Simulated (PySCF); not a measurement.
Radial density of Sc²⁺ (scandium, charge +2)

UHF, [Ar] 3d1, 2D determinant. All numbers are calculated (PySCF 2.14, scalar relativity by spin-free X2C-1e, in x2c-QZVPPall with one added diffuse shell each of s, p, d, f, g type (12s8p6d4f3g, 121 functions)).

| r (bohr) | 4πr²ρ (e/bohr) | 4πr²(ρα − ρβ) |
| --- | --- | --- |
| 0.00121 | 0.1389 | 0.0000 |
| 0.00203 | 0.3621 | 0.0000 |
| 0.00342 | 0.9236 | 0.0000 |
| 0.00574 | 2.272 | -0.0001 |
| 0.00966 | 5.259 | -0.0002 |
| 0.0163 | 10.95 | -0.0005 |
| 0.0273 | 19.06 | -0.0008 |
| 0.0460 | 24.74 | -0.0011 |
| 0.0773 | 21.56 | -0.0017 |
| 0.130 | 18.65 | -0.0023 |
| 0.219 | 26.01 | 0.0132 |
| 0.368 | 17.62 | 0.1100 |
| 0.619 | 6.816 | 0.3646 |
| 1.04 | 8.716 | 0.6056 |
| 1.75 | 2.618 | 0.4209 |
| 2.95 | 0.1580 | 0.0920 |
| 4.96 | 0.002708 | 0.0026 |

Densities and radii are taken from the X2C orbitals without a picture-change correction, which distorts them close to the nucleus.

Task: Where is the radial spin density 4πr²(ρα − ρβ) most negative, and why is it negative at all?

Result: Around r = 0.130 bohr, down to -0.0023 e/bohr: exchange with the open shell polarises the paired shells in an unrestricted calculation.
